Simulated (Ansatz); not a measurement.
Computed with Ansatz on PBE0-D4/def2-TZVP structures; ΔE is electronic, products minus reactants. CCSD(T)/CBS adds triple-zeta CCSD(T) − MP2 to the extrapolated MP2 energy (def2 sets, frozen cores). DFT in def2-TZVPP. B3LYP here is the variant with VWN-RPA as its local correlation; programs differ in this. HSE06 is defined as in plane-wave codes. For Br, Ge outer-core shells are correlated without core-valence functions, which leaves a few kJ/mol of doubt a bond. Scalar relativity is left out up to krypton. One conformer a species, not always the lowest.

`CC(=O)O[Si](Cl)(OC(C)=O)OC(C)=O` + `[F][GeH]([Cl])[Br]` → `CC(=O)O[Si](F)(OC(C)=O)OC(C)=O` + `[Cl][GeH]([Cl])[Br]`  (redistribution)

```json
{"level": "PBE-D4", "ΔE (kJ/mol)": "-55.9", "difference from CCSD(T)/CBS": "7.8"}
{"level": "revPBE-D4", "ΔE (kJ/mol)": "-53.0", "difference from CCSD(T)/CBS": "10.7"}
{"level": "BLYP-D4", "ΔE (kJ/mol)": "-57.8", "difference from CCSD(T)/CBS": "5.9"}
{"level": "r2SCAN-D4", "ΔE (kJ/mol)": "-60.4", "difference from CCSD(T)/CBS": "3.3"}
{"level": "B97M-V", "ΔE (kJ/mol)": "-59.1", "difference from CCSD(T)/CBS": "4.6"}
{"level": "PBE0-D4", "ΔE (kJ/mol)": "-60.9", "difference from CCSD(T)/CBS": "2.8"}
{"level": "B3LYP-D4", "ΔE (kJ/mol)": "-62.2", "difference from CCSD(T)/CBS": "1.5"}
{"level": "r2SCANh-D4", "ΔE (kJ/mol)": "-62.2", "difference from CCSD(T)/CBS": "1.5"}
{"level": "r2SCAN0-D4", "ΔE (kJ/mol)": "-64.6", "difference from CCSD(T)/CBS": "-0.9"}
{"level": "HSE06-D4", "ΔE (kJ/mol)": "-61.2", "difference from CCSD(T)/CBS": "2.5"}
{"level": "BHLYP-D4", "ΔE (kJ/mol)": "-67.5", "difference from CCSD(T)/CBS": "-3.8"}
{"level": "CAM-B3LYP-D4", "ΔE (kJ/mol)": "-61.9", "difference from CCSD(T)/CBS": "1.8"}
{"level": "ωB97M-V", "ΔE (kJ/mol)": "-60.5", "difference from CCSD(T)/CBS": "3.2"}
{"level": "B2PLYP", "ΔE (kJ/mol)": "-63.6", "difference from CCSD(T)/CBS": "0.1"}
{"level": "PBE-QIDH", "ΔE (kJ/mol)": "-63.6", "difference from CCSD(T)/CBS": "0.1"}
{"level": "PBE", "ΔE (kJ/mol)": "-58.2", "difference from CCSD(T)/CBS": "5.5"}
{"level": "revPBE", "ΔE (kJ/mol)": "-57.9", "difference from CCSD(T)/CBS": "5.8"}
{"level": "BLYP", "ΔE (kJ/mol)": "-62.1", "difference from CCSD(T)/CBS": "1.6"}
{"level": "r2SCAN", "ΔE (kJ/mol)": "-61.4", "difference from CCSD(T)/CBS": "2.3"}
{"level": "PBE0", "ΔE (kJ/mol)": "-63.1", "difference from CCSD(T)/CBS": "0.6"}
{"level": "B3LYP", "ΔE (kJ/mol)": "-65.6", "difference from CCSD(T)/CBS": "-1.9"}
{"level": "r2SCANh", "ΔE (kJ/mol)": "-63.3", "difference from CCSD(T)/CBS": "0.4"}
{"level": "r2SCAN0", "ΔE (kJ/mol)": "-65.8", "difference from CCSD(T)/CBS": "-2.1"}
{"level": "HSE06", "ΔE (kJ/mol)": "-63.3", "difference from CCSD(T)/CBS": "0.4"}
{"level": "BHLYP", "ΔE (kJ/mol)": "-69.8", "difference from CCSD(T)/CBS": "-6.1"}
{"level": "CAM-B3LYP", "ΔE (kJ/mol)": "-64.2", "difference from CCSD(T)/CBS": "-0.5"}
{"level": "LC-ωPBE", "ΔE (kJ/mol)": "-57.9", "difference from CCSD(T)/CBS": "5.8"}
{"level": "RPA@PBE/def2-TZVPP", "ΔE (kJ/mol)": "-62.3", "difference from CCSD(T)/CBS": "1.4"}
{"level": "HF/def2-SVP", "ΔE (kJ/mol)": "-62.0", "difference from CCSD(T)/CBS": "1.7"}
{"level": "CCSD/def2-SVP", "ΔE (kJ/mol)": "-50.9", "difference from CCSD(T)/CBS": "12.8"}
{"level": "HF/def2-TZVPP", "ΔE (kJ/mol)": "-74.1", "difference from CCSD(T)/CBS": "-10.4"}
{"level": "MP2/def2-TZVPP", "ΔE (kJ/mol)": "-61.7", "difference from CCSD(T)/CBS": "2.0"}
{"level": "SCS-MP2/def2-TZVPP", "ΔE (kJ/mol)": "-62.5", "difference from CCSD(T)/CBS": "1.2"}
{"level": "CCSD/def2-TZVPP", "ΔE (kJ/mol)": "-65.9", "difference from CCSD(T)/CBS": "-2.2"}
{"level": "HF/def2-QZVPP", "ΔE (kJ/mol)": "-74.1", "difference from CCSD(T)/CBS": "-10.4"}
{"level": "MP2/def2-QZVPP", "ΔE (kJ/mol)": "-62.0", "difference from CCSD(T)/CBS": "1.7"}
{"level": "SCS-MP2/def2-QZVPP", "ΔE (kJ/mol)": "-62.7", "difference from CCSD(T)/CBS": "1.0"}
{"level": "HF/CBS(def2)", "ΔE (kJ/mol)": "-74.1", "difference from CCSD(T)/CBS": "-10.4"}
{"level": "MP2/CBS(def2)", "ΔE (kJ/mol)": "-62.1", "difference from CCSD(T)/CBS": "1.6"}
{"level": "CCSD/CBS(def2)", "ΔE (kJ/mol)": "-66.4", "difference from CCSD(T)/CBS": "-2.7"}
{"level": "CCSD(T)/CBS", "ΔE (kJ/mol)": "-63.7", "difference from CCSD(T)/CBS": "0"}
```

Largest T1 diagnostic among the species: 0.015.

From r2SCAN to r2SCAN0 (25 % exact exchange), in def2-TZVPP and without D4, ΔE moves by −4.3 kJ/mol. Leaving LDA and LC-ωPBE aside and taking each functional with its dispersion term where it has one, the values spread over 14.5 kJ/mol, from BHLYP-D4 to revPBE-D4. The D4 term adds +3.4 kJ/mol with B3LYP and +2.2 kJ/mol with PBE0; it sums over pairs of atoms, weighted by their polarisabilities, and B3LYP, whose exchange is more repulsive, gets the larger term.
